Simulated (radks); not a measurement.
The numbers below are computed, except where a source is named.
Q: The mean radii <r> (bohr) of the occupied orbitals of an atom or ion are listed with their occupations. Level of theory: scalar-relativistic Kohn-Sham, BLYP, spin-polarised, spherical densities, finite nucleus; Fermi nuclear charge, rms radius of each element as measured or else 0.836 A^(1/3) + 0.57 fm (a radial shooting solver on a logarithmic mesh with Libxc functionals).

| orbital | occ. | <r> |
|---|---|---|
| 1s up | 1 | 0.02928 |

Name the element and its charge. Open shells, if any, are filled with parallel spins first.

A: Z = 49, indium, charge +48: In48+ in 1s1. The 1s radius gives Z: for a bare nucleus <r> = (2 gamma + 1)/(2Z) with gamma = sqrt(1 - (Z/c)^2), 0.02926 bohr for Z = 49, and the self-interaction of the functional makes it slightly larger (0.02928 here). The occupations add up to 1, and the charge is Z minus that.
